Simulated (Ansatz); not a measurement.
Ansatz (a first-principles code) input (B3LYP/LANL2DZ): The .json file is the Basis Set Exchange's LANL2DZ.

Ansatz 0.2 input:
```yaml
crystal:
  periodic: [false, false, false]
  atoms:
    - {symbol: C, position_ang: [-2.26163600, 0.00599600, -0.66659800]}
    - {symbol: C, position_ang: [-1.17511500, -0.64352900, -0.18132500]}
    - {symbol: C, position_ang: [0.15782200, -0.30518500, -0.68231800]}
    - {symbol: Cl, position_ang: [1.36016900, 0.48665600, 0.66472700]}
    - {symbol: H, position_ang: [-3.17727400, -0.46858700, -0.24822700]}
    - {symbol: H, position_ang: [-1.17630900, -1.47493600, 0.54328700]}
    - {symbol: H, position_ang: [0.11424500, 0.46980100, -1.44108600]}
    - {symbol: H, position_ang: [0.79003300, -1.14312100, -0.97288700]}
basis:
  gaussian:
    orbitals: LANL2DZ.json
hamiltonian:
  xc: {name: B3LYP}
total_charge: -1
relax: {f_tol: 0.003, max_steps: 120}
```

Output:

```
Functional definition: B3LYP
integrals: 0.01 GiB planned
643 factors; integrals over basis functions are off by at most 2.9e-4 eV
mean field: 0.13 GiB planned
mean field evaluation 1: about -3575.4624 eV, gradient 3.8e1 eV
mean field evaluation 2: about -3539.8866 eV, gradient 8.5e1 eV
mean field evaluation 4: about -3580.0791 eV, gradient 8.2e0 eV
mean field evaluation 8: about -3580.3447 eV, gradient 3.6e-1 eV
mean field -3580.34508405 eV, -131.5752549937 hartree, gradient 5.5e-5 eV, S^2 0.000000; 0 other end points of the search recorded, 0 dependent functions left out
the calculation of the forces begins
reference -3580.34529414 eV, -131.5752627145 hartree; 15, 15 occupied and 28, 28 virtual orbitals, 643 factors
relax step   1: F+E_penalty+E_count = -3580.34508405 eV  Δ(F+E_penalty+E_count) = +0.000e0 eV  max|allowed force component| = 1.034e0 eV/Å  Δτ_max = 0.0000 Å  (24 SCF iters, accepted)
these checks for a lower state are left out or cut short: starts, cluster_reference, orbital_swaps, neighbouring_geometries, increment
integrals: 0.01 GiB planned
643 factors; integrals over basis functions are off by at most 2.8e-4 eV
mean field: 0.13 GiB planned
mean field evaluation 16: about -3580.4138 eV, gradient 2.3e0 eV
mean field -3580.41927431 eV, -131.5779814355 hartree, gradient 8.7e-6 eV, S^2 0.000000; 0 other end points of the search recorded, 0 dependent functions left out
the calculation of the forces begins
reference -3580.41948536 eV, -131.5779891916 hartree; 15, 15 occupied and 28, 28 virtual orbitals, 643 factors
relax step   2: F+E_penalty+E_count = -3580.41927431 eV  Δ(F+E_penalty+E_count) = -7.419e-2 eV  max|allowed force component| = 5.862e-1 eV/Å  Δτ_max = 0.0524 Å  (29 SCF iters, accepted)
these checks for a lower state are left out or cut short: starts, cluster_reference, orbital_swaps, neighbouring_geometries, increment
integrals: 0.01 GiB planned
643 factors; integrals over basis functions are off by at most 2.9e-4 eV
mean field: 0.12 GiB planned
mean field -3580.44532369 eV, -131.5789387327 hartree, gradient 1.0e-5 eV, S^2 0.000000; 0 other end points of the search recorded, 0 dependent functions left out
the calculation of the forces begins
reference -3580.44553459 eV, -131.5789464831 hartree; 15, 15 occupied and 28, 28 virtual orbitals, 643 factors
relax step   3: F+E_penalty+E_count = -3580.44532369 eV  Δ(F+E_penalty+E_count) = -2.605e-2 eV  max|allowed force component| = 6.497e-1 eV/Å  Δτ_max = 0.0575 Å  (28 SCF iters, accepted)
these checks for a lower state are left out or cut short: starts, cluster_reference, orbital_swaps, neighbouring_geometries, increment
integrals: 0.01 GiB planned
643 factors; integrals over basis functions are off by at most 2.8e-4 eV
mean field: 0.12 GiB planned
mean field evaluation 32: about -3580.4659 eV, gradient 6.3e-2 eV
mean field -3580.46595609 eV, -131.5796969593 hartree, gradient 8.6e-6 eV, S^2 0.000000; 0 other end points of the search recorded, 0 dependent functions left out
the calculation of the forces begins
reference -3580.46616770 eV, -131.5797047360 hartree; 15, 15 occupied and 28, 28 virtual orbitals, 643 factors
relax step   4: F+E_penalty+E_count = -3580.46595609 eV  Δ(F+E_penalty+E_count) = -2.063e-2 eV  max|allowed force component| = 4.852e-1 eV/Å  Δτ_max = 0.0425 Å  (29 SCF iters, accepted)
these checks for a lower state are left out or cut short: starts, cluster_reference, orbital_swaps, neighbouring_geometries, increment
integrals: 0.01 GiB planned
643 factors; integrals over basis functions are off by at most 2.8e-4 eV
mean field: 0.12 GiB planned
mean field -3580.47587310 eV, -131.5800614028 hartree, gradient 1.8e-5 eV, S^2 0.000000; 0 other end points of the search recorded, 0 dependent functions left out
the calculation of the forces begins
reference -3580.47608531 eV, -131.5800692013 hartree; 15, 15 occupied and 28, 28 virtual orbitals, 643 factors
relax step   5: F+E_penalty+E_count = -3580.47587310 eV  Δ(F+E_penalty+E_count) = -9.917e-3 eV  max|allowed force component| = 3.647e-1 eV/Å  Δτ_max = 0.0212 Å  (28 SCF iters, accepted)
these checks for a lower state are left out or cut short: starts, cluster_reference, orbital_swaps, neighbouring_geometries, increment
integrals: 0.01 GiB planned
643 factors; integrals over basis functions are off by at most 2.9e-4 eV
mean field: 0.12 GiB planned
mean field -3580.48030708 eV, -131.5802243486 hartree, gradient 1.4e-5 eV, S^2 0.000000; 0 other end points of the search recorded, 0 dependent functions left out
the calculation of the forces begins
reference -3580.48051986 eV, -131.5802321679 hartree; 15, 15 occupied and 28, 28 virtual orbitals, 643 factors
relax step   6: F+E_penalty+E_count = -3580.48030708 eV  Δ(F+E_penalty+E_count) = -4.434e-3 eV  max|allowed force component| = 1.692e-1 eV/Å  Δτ_max = 0.0239 Å  (28 SCF iters, accepted)
these checks for a lower state are left out or cut short: starts, cluster_reference, orbital_swaps, neighbouring_geometries, increment
integrals: 0.01 GiB planned
643 factors; integrals over basis functions are off by at most 2.9e-4 eV
mean field: 0.12 GiB planned
mean field -3580.48101548 eV, -131.5802503818 hartree, gradient 2.6e-5 eV, S^2 0.000000; 0 other end points of the search recorded, 0 dependent functions left out
the calculation of the forces begins
reference -3580.48122850 eV, -131.5802582101 hartree; 15, 15 occupied and 28, 28 virtual orbitals, 643 factors
relax step   7: F+E_penalty+E_count = -3580.48101548 eV  Δ(F+E_penalty+E_count) = -7.084e-4 eV  max|allowed force component| = 5.253e-2 eV/Å  Δτ_max = 0.0111 Å  (28 SCF iters, accepted)
these checks for a lower state are left out or cut short: starts, cluster_reference, orbital_swaps, neighbouring_geometries, increment
integrals: 0.01 GiB planned
643 factors; integrals over basis functions are off by at most 2.9e-4 eV
mean field: 0.12 GiB planned
mean field -3580.48128679 eV, -131.5802603522 hartree, gradient 1.9e-5 eV, S^2 0.000000; 0 other end points of the search recorded, 0 dependent functions left out
the calculation of the forces begins
reference -3580.48149986 eV, -131.5802681823 hartree; 15, 15 occupied and 28, 28 virtual orbitals, 643 factors
relax step   8: F+E_penalty+E_count = -3580.48128679 eV  Δ(F+E_penalty+E_count) = -2.713e-4 eV  max|allowed force component| = 1.380e-2 eV/Å  Δτ_max = 0.0065 Å  (24 SCF iters, accepted)
these checks for a lower state are left out or cut short: starts, cluster_reference, orbital_swaps, neighbouring_geometries, increment
integrals: 0.01 GiB planned
643 factors; integrals over basis functions are off by at most 2.9e-4 eV
mean field: 0.12 GiB planned
mean field evaluation 64: about -3580.4934 eV, gradient 1.5e-1 eV
mean field -3580.48133646 eV, -131.5802621773 hartree, gradient 1.2e-5 eV, S^2 0.000000; 0 other end points of the search recorded, 0 dependent functions left out
the calculation of the forces begins
reference -3580.48154952 eV, -131.5802700073 hartree; 15, 15 occupied and 28, 28 virtual orbitals, 643 factors
relax step   9: F+E_penalty+E_count = -3580.48133646 eV  Δ(F+E_penalty+E_count) = -4.966e-5 eV  max|allowed force component| = 1.548e-2 eV/Å  Δτ_max = 0.0040 Å  (24 SCF iters, accepted)
these checks for a lower state are left out or cut short: starts, cluster_reference, orbital_swaps, neighbouring_geometries, increment
integrals: 0.01 GiB planned
643 factors; integrals over basis functions are off by at most 2.9e-4 eV
mean field: 0.12 GiB planned
mean field -3580.48122615 eV, -131.5802581237 hartree, gradient 1.6e-5 eV, S^2 0.000000; 0 other end points of the search recorded, 0 dependent functions left out
the calculation of the forces begins
reference -3580.48143923 eV, -131.5802659542 hartree; 15, 15 occupied and 28, 28 virtual orbitals, 643 factors
relax step  10: F+E_penalty+E_count = -3580.48122615 eV  Δ(F+E_penalty+E_count) = +1.103e-4 eV  max|allowed force component| = 4.178e-2 eV/Å  Δτ_max = 0.0034 Å  (22 SCF iters, rejected (line search))
these checks for a lower state are left out or cut short: starts, cluster_reference, orbital_swaps, neighbouring_geometries, increment
integrals: 0.01 GiB planned
643 factors; integrals over basis functions are off by at most 2.9e-4 eV
mean field: 0.12 GiB planned
mean field -3580.48136402 eV, -131.5802631903 hartree, gradient 4.1e-5 eV, S^2 0.000000; 0 other end points of the search recorded, 0 dependent functions left out
the calculation of the forces begins
reference -3580.48157711 eV, -131.5802710211 hartree; 15, 15 occupied and 28, 28 virtual orbitals, 643 factors
relax step  11: F+E_penalty+E_count = -3580.48136402 eV  Δ(F+E_penalty+E_count) = -2.756e-5 eV  max|allowed force component| = 3.882e-3 eV/Å  Δτ_max = 0.0017 Å  (20 SCF iters, accepted)
these checks for a lower state are left out or cut short: starts, cluster_reference, orbital_swaps, neighbouring_geometries, increment
integrals: 0.01 GiB planned
643 factors; integrals over basis functions are off by at most 2.9e-4 eV
mean field: 0.12 GiB planned
mean field -3580.48137056 eV, -131.5802634305 hartree, gradient 3.5e-5 eV, S^2 0.000000; 0 other end points of the search recorded, 0 dependent functions left out
the calculation of the forces begins
reference -3580.48158366 eV, -131.5802712619 hartree; 15, 15 occupied and 28, 28 virtual orbitals, 643 factors
relax step  12: F+E_penalty+E_count = -3580.48137056 eV  Δ(F+E_penalty+E_count) = -6.537e-6 eV  max|allowed force component| = 3.889e-3 eV/Å  Δτ_max = 0.0018 Å  (20 SCF iters, accepted)
these checks for a lower state are left out or cut short: starts, cluster_reference, orbital_swaps, neighbouring_geometries, increment
integrals: 0.01 GiB planned
643 factors; integrals over basis functions are off by at most 2.9e-4 eV
mean field: 0.12 GiB planned
mean field -3580.48137185 eV, -131.5802634782 hartree, gradient 2.4e-5 eV, S^2 0.000000; 0 other end points of the search recorded, 0 dependent functions left out
the calculation of the forces begins
reference -3580.48158497 eV, -131.5802713102 hartree; 15, 15 occupied and 28, 28 virtual orbitals, 643 factors
relax step  13: F+E_penalty+E_count = -3580.48137185 eV  Δ(F+E_penalty+E_count) = -1.298e-6 eV  max|allowed force component| = 1.817e-3 eV/Å  Δτ_max = 0.0009 Å  (19 SCF iters, accepted)
integrals: 0.01 GiB planned
643 factors; integrals over basis functions are off by at most 2.9e-4 eV
mean field: 0.12 GiB planned
mean field evaluation 96: about -3580.4930 eV, gradient 4.3e-1 eV
mean field -3580.48137185 eV, -131.5802634782 hartree, gradient 2.4e-5 eV, S^2 0.000000; 1 other end points of the search recorded, 0 dependent functions left out
the calculation of the forces begins
reference -3580.48158497 eV, -131.5802713102 hartree; 15, 15 occupied and 28, 28 virtual orbitals, 643 factors
Total energy: -3580.48158497 eV, -131.5802713102 hartree
Atom 0 at    -2.303669     0.041728    -0.654858 Å, force    -0.000989     0.000576     0.000162 eV/Å
Atom 1 at    -1.190308    -0.676687    -0.194243 Å, force     0.001568    -0.001051     0.001817 eV/Å
Atom 2 at     0.116531    -0.342589    -0.724212 Å, force    -0.001052     0.000611    -0.001751 eV/Å
Atom 3 at     1.506582     0.575255     0.714197 Å, force    -0.000309    -0.000324    -0.000412 eV/Å
Atom 4 at    -3.237921    -0.455507    -0.251518 Å, force    -0.000277     0.000022    -0.000589 eV/Å
Atom 5 at    -1.192366    -1.533493     0.504674 Å, force     0.000339     0.000384    -0.000650 eV/Å
Atom 6 at     0.106243     0.466050    -1.453958 Å, force     0.000688    -0.000243     0.000555 eV/Å
Atom 7 at     0.826843    -1.147663    -0.924508 Å, force     0.000031     0.000024     0.000868 eV/Å
Dipole moment:     0.695105    -0.533707     0.077910 e Å
```

The dipole moment of an ion depends on the origin.

The geometry given is a B3LYP-D3(BJ)/def2-TZVP minimum.
